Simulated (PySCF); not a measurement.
PySCF input:

```python
from pyscf import gto, scf, dft

mol = gto.M(
    atom='''
    C     1.44272465    0.53619193   -0.93641658
    Si   -0.05531291   -0.02300838    0.01125866
    O    -0.41479935   -1.47993840   -0.70980138
    O    -1.20007129    1.13537071   -0.12024664
    O     0.14314703   -0.27621951    1.62564217
    H     1.19673031    0.73016082   -1.98037445
    H     1.79079390    1.46910356   -0.48492522
    H     2.24698342   -0.19752523   -0.89496807
    H    -1.87715994    1.18045888    0.55971419
    H     0.53447394   -1.11093480    1.89667847
    ''',
    basis='def2-tzvpd',
    charge=0,
    spin=1,
    verbose=4,
)

mf = dft.UKS(mol, xc='tpssh').density_fit(auxbasis='def2-universal-jkfit')
mf.grids.level = 3
mf.conv_tol = 1e-9
mf.max_cycle = 100
mf.max_memory = 1500
mf.kernel()
if not mf.converged:
    mf = mf.newton()
    mf.kernel(mf.make_rdm1())
for _ in range(2):
    mo, _, stable, _ = mf.stability(return_status=True)
    if stable:
        break
    mf.kernel(mf.make_rdm1(mo, mf.mo_occ))
mf.analyze()
```

Question: Which total energy does the run end on?

Answer: -556.50807 Eh (TPSSh/def2-TZVPD).

It need not be the lowest isomer of its formula.
